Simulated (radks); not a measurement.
Xe IV, 51 electrons, occupied as [Kr] 4d9.75 5s2 5p3 6p0.25 (fractional occupations, a model configuration). All-electron calculation, Dirac Kohn-Sham, LDA (Slater exchange, Perdew-Wang correlation), spin-unpolarised, spherical densities, point nucleus; open shells fill j = l - 1/2 first. Program: a radial shooting solver on a logarithmic mesh with Libxc functionals.

Unscreened Slater integrals over Kohn-Sham orbitals (eV). Large and small components are both included. Empty in this configuration: 6p3/2.

F0(6p1/2,6p1/2): 5.7321
F0(6p1/2,5p3/2): 7.0501
G2(6p1/2,5p3/2): 0.62021
F0(6p1/2,5p1/2): 7.0888
G0(6p1/2,5p1/2): 0.44305
F0(6p1/2,5s1/2): 7.2054
G1(6p1/2,5s1/2): 0.70781
F0(6p1/2,6p3/2): 5.6567
G2(6p1/2,6p3/2): 3.0765
F0(5p3/2,5p3/2): 12.219
F2(5p3/2,5p3/2): 6.6397
F0(5p3/2,5p1/2): 12.429
G2(5p3/2,5p1/2): 6.7207
F0(5p3/2,5s1/2): 13.054
G1(5p3/2,5s1/2): 8.6825
F0(5p3/2,6p3/2): 6.8984
F2(5p3/2,6p3/2): 2.1190
G0(5p3/2,6p3/2): 0.43414
G2(5p3/2,6p3/2): 0.61102
F0(5p1/2,5p1/2): 12.655
F0(5p1/2,5s1/2): 13.330
G1(5p1/2,5s1/2): 9.1071
F0(5p1/2,6p3/2): 6.9356
G2(5p1/2,6p3/2): 0.62002
F0(5s1/2,5s1/2): 14.162
F0(5s1/2,6p3/2): 7.0475
G1(5s1/2,6p3/2): 0.74336
F0(6p3/2,6p3/2): 5.5857
F2(6p3/2,6p3/2): 3.0515
